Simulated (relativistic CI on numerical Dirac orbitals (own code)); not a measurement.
Sensitivity of the levels of Os15+ to α and to the nuclear radius

These numbers are calculated, not measured: Dirac-Coulomb-Breit CI, orbitals from a KLI potential per configuration, derivatives by finite differences, unscaled Slater integrals, QED left out (own radial code, finite nucleus).

CI space (outside the closed core [Kr] 4d10): 4f13.5s2, 4f14.5s, 4f13.5s.5p, 4f12.5s2.5p, 4f14.5p, 4f12.5s.5p2, 4f13.5s.5d, 4f13.5p2, 4f12.5p3. Double excitations out of closed p, d and f shells are left out; levels of such configurations are missing from the list, as are those of other unlisted configurations, and high levels can miss mixing partners.

With x = (α/α₀)² − 1 an excitation energy changes as ω = ω₀ + qx; K = 2q/ω₀ is the relative enhancement. Terms are leading LS components, so labels can repeat. The field-shift factor is F = δν/δ⟨r²⟩ for the transition from the lowest level.

Lowest level 4f13.5s2 2F°_7/2.

```tsv
Level	ω₀ (cm⁻¹)	q (cm⁻¹)	F (GHz/fm²)
4f13.5s2 2F°_5/2	22061.9	20020	1.37
4f14.5s 2S_1/2	96374.3	325000	-489
4f12.5s2.5p 4G°_11/2	200157.8	-294700	68.5
4f12.5s2.5p 2I°_13/2	205845.2	-295300	68.7
4f12.5s2.5p 2F°_7/2	211407.6	-296900	68.9
4f12.5s2.5p 2G°_9/2	214650.6	-295500	68.7
4f12.5s2.5p 4I°_11/2	224149.9	-276400	70
4f12.5s2.5p 4G°_9/2	224690.9	-275100	69.8
4f12.5s2.5p 4G°_7/2	231321.4	-275200	70.1
4f12.5s2.5p 4G°_5/2	233705.8	-282000	69.8
4f12.5s2.5p 2D°_3/2	234405.0	-288500	69.5
4f12.5s2.5p 4I°_9/2	235091.4	-272500	69.9
4f12.5s2.5p 4D°_5/2	237857.3	-279400	69.4
4f12.5s2.5p 4G°_7/2	241461.9	-273400	69.7
4f12.5s2.5p 2H°_9/2	250749.7	-259500	71.3
4f13.5s.5p 4D_7/2	258051.5	43190	-437
4f12.5s2.5p 2G°_7/2	261014.7	-252700	70.5
4f12.5s2.5p 4P°_3/2	261151.1	-277400	70.1
4f12.5s2.5p 2F°_5/2	262889.2	-273800	70.2
4f12.5s2.5p 2K°_13/2	271667.9	-278800	70.7
4f12.5s2.5p 4D°_1/2	274067.7	-280000	68.7
4f12.5s2.5p 2H°_11/2	274600.1	-275000	70
4f12.5s2.5p 4P°_1/2	274668.8	-276300	70.4
```

At this charge transitions that keep the count of f electrons are usually good to a few per cent. Terms inside the open d or f shell come out 10 to 20 % too wide with unscaled integrals. Levels and lines within the n = 5 or 6 shells can be off by up to 10 % or somewhat more, and those that change n by about 2 %, since core polarisation is missing. Levels that differ in their count of f electrons can be misplaced by several ten thousand cm⁻¹, since the correlation energy of f electrons is missing or only estimated; rates across such gaps can be off by orders of magnitude.

Problem. Which transition from the lowest level has the largest |K|?

Solution. 4f14.5s 2S_1/2 at 96374.3 cm⁻¹, K = 6.75.
